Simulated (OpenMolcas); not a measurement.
V4+: effect of the ligand basis

V4+ with 4 ligands (chloride) in tetrahedral coordination (Td) at 2.21 Å.

- Program: OpenMolcas 26.06
- Method: CASSCF
- Spin-orbit coupling: RASSI with atomic mean-field integrals over the reference wave functions

Fixed: metal basis ANO-RCC-VTZP, active space 1 electron in 5 orbitals (3d), DKH2 Hamiltonian.

States (labels of Td). Energies in cm-1 above the lowest state or level, χT in cm3 K/mol; 10Dq is the gap between the two states; 10Dq is negative for this site.

| Run | Ligand basis | Ground state | First state of that spin | 10Dq | First gap with spin-orbit (degeneracies) | χT at 300 K | Cost |
| --- | --- | --- | --- | --- | --- | --- | --- |
| A | ANO-RCC-VDZP | 2E | 2T2 7699 | -7699 | 7676 (4, 4) | 0.375 | roughly 19 core-seconds |
| B | ANO-RCC-VTZP | 2E | 2T2 7741 | -7741 | 7716 (4, 4) | 0.375 | roughly 90 core-seconds |

Against A, |10Dq| changes by +0.5 % in B.

Costs are those of the RASSCF and RASSI steps.

An orbital doublet at a regular site is open to a Jahn-Teller distortion, which this geometry leaves out. Ligand-to-metal charge-transfer states are missing. With metal d orbitals alone and no dynamic correlation the field as a rule comes out too small, by tens of per cent, by up to half for chloride and softer ligands. The least metal-like active orbital is 79 % on the metal (Löwdin) and no ligand orbital is active, so the numbers are rough (holds for A). The least metal-like active orbital is 77 % on the metal (Löwdin) and no ligand orbital is active, so the numbers are rough (holds for B). No measured value stands beside these numbers; the geometry was imposed, not optimised, and the real ion may take another.
